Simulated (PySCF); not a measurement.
B3LYP has the VWN-RPA correlation part, as in Gaussian. 

Cartesian coordinates (Å):
```xyz
5

Zn     0.0935     0.0467     0.0979
S      1.3278    -1.4417    -0.9103
H      2.1922    -0.4835    -1.3538
S     -1.1416     1.5238     1.1219
H     -1.9230     1.6962     0.0167
```
Charge 0, multiplicity 1.

Problem. Give the charge on the central atom (Mulliken), HOMO–LUMO gap and dipole moment at the level PySCF 2.14.0 with B3LYP-D3(BJ)/def2-TZVP // PBE-D3(BJ)/def2-SVP.

Solution. 
charge on the central atom (Mulliken): 0.37 e
HOMO–LUMO gap: 5.89 eV
dipole moment: 0.95 D
